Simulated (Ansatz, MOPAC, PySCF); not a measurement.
Constitutional and geometric isomers with formula C2H3NSi. Isolated molecules, 0 K electronic values unless said otherwise. Strings in code marks are SMILES.

Quantity: vertical ionisation energy (energy after one electron is removed minus that of the parent at the parent's geometry), in eV. The restricted reference of `[H]/N=[SiH]/C#C` is unstable towards unrestricted orbitals.

Level 1: frozen-core CCSD(T)/cc-pVTZ // B3LYP-D3(BJ)/def2-TZVP (Ansatz, an electronic-structure program)
Level 2: B3LYP-D3(BJ)/def2-TZVP (PySCF)
Level 3: PBE/6-31G* // B3LYP-D3(BJ)/def2-TZVP (PySCF)
Level 4: minus the HOMO energy of PM6 // B3LYP-D3(BJ)/def2-TZVP (MOPAC)

```tsv
species	level 1	level 2	level 3	level 4
`[H]/N=[SiH]/C#C`	9.67	9.58	9.42	9.52
`C=[si]1cn1`	8.69	8.70	8.55	8.68
`N=[si]1cc1`	9.48	9.47	9.15	9.99
```
